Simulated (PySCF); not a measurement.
This PySCF input (HF/def2-QZVPP) gives -395.18831 Eh with 127 basis functions.

```python
import numpy as np, basis_set_exchange as bse
from pyscf import gto, scf, dft, df

basis = {'N': gto.basis.parse(bse.get_basis('def2-QZVPP', elements=['N'], fmt='nwchem')), 'P': gto.basis.parse(bse.get_basis('def2-QZVPP', elements=['P'], fmt='nwchem'))}
mol = gto.M(
    atom='''
    N    -0.00000000   -0.00000000   -1.01096879
    P     0.00000000    0.00000000    0.47178544
    ''',
    basis=basis,
    charge=0,
    verbose=4,
    max_memory=1839,
)
mf = scf.RHF(mol)
mf = mf.density_fit(auxbasis=df.autoaux(mol))
mf.conv_tol = 1e-9
mf.max_cycle = 100
print('smallest overlap eigenvalue', np.linalg.eigvalsh(mol.intor('int1e_ovlp'))[0])
mf.kernel()
dip = mf.dip_moment()
```

Change:
```diff
- basis = {'N': gto.basis.parse(bse.get_basis('def2-QZVPP', elements=['N'], fmt='nwchem')), 'P': gto.basis.parse(bse.get_basis('def2-QZVPP', elements=['P'], fmt='nwchem'))}
+ basis = {'N': gto.basis.parse(bse.get_basis('cc-pV(Q+d)Z', elements=['N'], fmt='nwchem')), 'P': gto.basis.parse(bse.get_basis('cc-pV(Q+d)Z', elements=['P'], fmt='nwchem'))}
```

### Question
What does the run give now?

### Answer
-395.18738 Eh (HF/cc-pV(Q+d)Z, 119 functions), a change of +0.93 mEh.
